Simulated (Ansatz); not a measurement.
System: C$_{3}$H$_{9}$BrGeO$_{3}$ (charge 0, singlet). 
Geometry from a B3LYP-D3(BJ)/def2-TZVP (Ansatz, a quantum-chemistry and plane-wave program) optimisation:
```xyz
17

C      0.5738    -2.5795     0.7073
O      0.3892    -1.2787     1.2606
Ge     0.2780     0.1417     0.2151
Br    -1.3101    -0.2022    -1.4219
O     -0.1081     1.4966     1.2637
C     -1.2552     1.4465     2.1123
O      1.7868     0.4912    -0.6179
C      2.9296     0.8671     0.1567
H      1.4990    -2.6420     0.1278
H     -0.2650    -2.8631     0.0663
H      0.6321    -3.2778     1.5420
H     -2.1775     1.3853     1.5279
H     -1.2073     0.5969     2.7973
H     -1.2656     2.3710     2.6889
H      3.7585     0.9858    -0.5405
H      2.7614     1.8121     0.6778
H      3.1902     0.0973     0.8885
```
Charge 0, spin multiplicity 1.

Total electronic energies in hartree. Cores are frozen in the correlated levels unless marked. No spin-orbit coupling. The frozen core is the preceding noble-gas configuration, with the filled d and f shells of earlier blocks. Non-relativistic. Basis-set limits of correlation are two-point, X^-3; Hartree-Fock from the larger set. The bracket is a focal-point correction in the basis named.

```tsv
level	program	energy (Eh)
HF/aug-cc-pVTZ	Ansatz	-4991.53683
HF/cc-pVQZ	Ansatz	-4991.56397
SVWN5/def2-TZVPD	Ansatz	-4987.39410
PBE-D4/def2-TZVPD	Ansatz + dftd4	-4995.71015
revPBE-D4/def2-TZVPD	Ansatz + dftd4	-4996.34561
BHLYP-D3(BJ)/def2-TZVPD	Ansatz + dftd3	-4996.60769
HSE06/def2-TZVPD	Ansatz	-4995.84190
LC-wPBE-D3(BJ)/def2-TZVPD	Ansatz + dftd3	-4995.98519
wB97M-V/def2-TZVPD	Ansatz	-4996.41277
wB97X/def2-TZVPD	Ansatz	-4996.78880
B2GP-PLYP-D4/def2-TZVPD	Ansatz + dftd4	-4995.36787
SCS-MP2/aug-cc-pVDZ	Ansatz	-4992.53153
CCSD/6-31G*	Ansatz	-4991.88655
CCSD(T)/aug-cc-pVTZ	Ansatz	-4993.19544
RI-MP2/CBS(aug-cc-pVTZ,aug-cc-pVQZ)+[CCSD(T)-MP2]/aug-cc-pVTZ	Ansatz	-4993.3946
```

Totals of different functionals don't rank their quality; only differences between species are comparable.
